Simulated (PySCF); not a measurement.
One ligand Y is varied and pulled off as a radical: Ti(F)3–Y. All species are isolated molecules in the gas phase. One relaxed conformer stands for each flexible species; it need not be the lowest. Multiplicities are imposed; where one is given, others were not computed. Strings in code marks are SMILES.

The HOMO from two functionals at the same geometries (PBE-D3(BJ)/def2-SVP), both in PySCF: PBE-D3(BJ)/def2-TZVP and TPSSh-D3(BJ)/def2-TZVP. 

```json
[
 {"species": "Y = Cl ([Ti(F)3(Cl)])", "PBE-D3(BJ)/def2-TZVP (eV)": "-8.72", "TPSSh-D3(BJ)/def2-TZVP (eV)": "-9.42"},
 {"species": "Y = F ([Ti(F)4])", "PBE-D3(BJ)/def2-TZVP (eV)": "-10.43", "TPSSh-D3(BJ)/def2-TZVP (eV)": "-11.38"},
 {"species": "Y = OH ([Ti(F)3(OH)])", "PBE-D3(BJ)/def2-TZVP (eV)": "-8.76", "TPSSh-D3(BJ)/def2-TZVP (eV)": "-9.56"},
 {"species": "Y = NH2 ([Ti(F)3(NH2)])", "PBE-D3(BJ)/def2-TZVP (eV)": "-7.04", "TPSSh-D3(BJ)/def2-TZVP (eV)": "-7.70"}
]
```

Over these rows, drawn at random from the members with no instability flagged (it was tested for open shells, ions and some series alone), PBE minus TPSSh-D3(BJ): mean +0.78 eV, from +0.66 eV to +0.95 eV.
